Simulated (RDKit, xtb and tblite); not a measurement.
Relaxed torsion scan: C5H7NOSi2, SMILES o1c([SiH2][SiH2]C#N)ccc1. Scanned: dihedral C2–Si3–Si4–C5 and dihedral Si3–Si4–C5–O9; all other coordinates were relaxed at GFN2-xTB. GFN2-xTB can order the conformers of Si and Ge chains otherwise than DFT does. Points at φ and −φ are mirror images. Heavy atoms are numbered in the order of the SMILES N#C[SiH2][SiH2]c1ccco1, hydrogens after them in the order of the atoms that carry them; the mirror image has the same energies with the sign of each dihedral reversed.

Levels of theory: GFN2-xTB (xtb and tblite); MMFF94 // GFN2-xTB (RDKit); UFF // GFN2-xTB (RDKit).

Energies in kcal/mol at chosen points (x: dihedral C2–Si3–Si4–C5 (°); y: dihedral Si3–Si4–C5–O9 (°)), relative to x = -60, y = -150:

```json
[
 {"method": "GFN2-xTB", "(-30, 180)": "0.1", "(-90, -120)": "0.4", "(30, -90)": "0.2", "(30, -150)": "0.3", "(-90, 150)": "0.6", "(150, 60)": "-0.1", "(-60, -120)": "0.2"},
 {"method": "MMFF94", "(-30, 180)": "1.7", "(-90, -120)": "0.0", "(30, -90)": "0.4", "(30, -150)": "1.3", "(-90, 150)": "1.3", "(150, 60)": "-1.1", "(-60, -120)": "-1.1"},
 {"method": "UFF", "(-30, 180)": "1.9", "(-90, -120)": "0.9", "(30, -90)": "1.6", "(30, -150)": "0.6", "(-90, 150)": "1.4", "(150, 60)": "2.4", "(-60, -120)": "0.1"}
]
```

MMFF94 has few fitted parameters for silicon.
